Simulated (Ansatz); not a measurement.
System: C₂H₇O₂Si, net charge -1, singlet state. It need not be the lowest isomer of its formula. Whether it binds its extra electron was not tested at this geometry. 
Coordinates optimised at B3LYP-D3(BJ)/def2-TZVP (Ansatz, a program for electronic structure):
```xyz
12

Si    -0.0028     0.3284     1.0360
O     -1.0750     0.5874    -0.3383
C     -2.0444    -0.3667    -0.6275
O      1.2539    -0.6334     0.3015
C      1.8510    -0.2388    -0.8996
H      0.6843     1.7156     0.8211
H     -1.6824    -1.1275    -1.3403
H     -2.3804    -0.9077     0.2745
H     -2.9262     0.1109    -1.0820
H      2.6574    -0.9397    -1.1632
H      1.1328    -0.2192    -1.7319
H      2.2828     0.7721    -0.8264
```
Charge -1, spin multiplicity 1.

Basis-set convergence of Hartree-Fock and MP2 correlation energies (hartree) with Ansatz. Valence correlation only, unless marked. Spin-orbit coupling is left out. Non-relativistic.

| basis | functions | E(HF) | E(corr, MP2) |
|---|---|---|---|
| aug-cc-pV(D+d)Z | 187 | -518.52704 | -0.81905 |
| aug-cc-pV(T+d)Z | 400 | -518.60231 | -0.98768 |
| aug-cc-pV(Q+d)Z | 731 | -518.62021 | -1.04686 |

Extrapolating the two largest sets (X = 3 and 4) as X^-3: E(corr) = (64·(-1.04686) - 27·(-0.98768))/37 = -1.0900 Eh, an estimate of the basis-set limit. The largest set recovers 96.0 % of it, the smallest 75.1 %.
